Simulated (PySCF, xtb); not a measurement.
aminoborane (BH4N), SMILES NB.

Geometry optimised at B3LYP-D3(BJ)/def2-TZVP.

Computed with C-PCM-PBE0/def2-TZVPD (PySCF).

The values are the electrostatic part of the solvation free energy, E(continuum) − E(gas) at the gas-phase geometry, in a cavity of scaled van der Waals radii (PySCF's table); cavitation and dispersion terms are not included. In vacuum the orbital gap is 8.85 eV. The dipole moment in vacuum is 1.91 D.

Estimate the values in water (ε = 78.36), 2-propanol (ε = 19.26), N,N-dimethylformamide (ε = 37.22). (Estimate from the structure and the level; the computed values follow.)


```json
[
 {"solvent": "water", "ε": "78.36", "ΔG(elec) (kcal/mol)": "-3.2", "dipole (D)": "2.44", "gap (eV)": "8.63"},
 {"solvent": "2-propanol", "ε": "19.26", "ΔG(elec) (kcal/mol)": "-3.1", "dipole (D)": "2.42", "gap (eV)": "8.64"},
 {"solvent": "N,N-dimethylformamide", "ε": "37.22", "ΔG(elec) (kcal/mol)": "-3.2", "dipole (D)": "2.43", "gap (eV)": "8.63"}
]
```

For comparison, GFN2-xTB/ALPB(water) (xtb, at the GFN2-xTB geometry, all terms of that model) gives -4.4 kcal/mol.
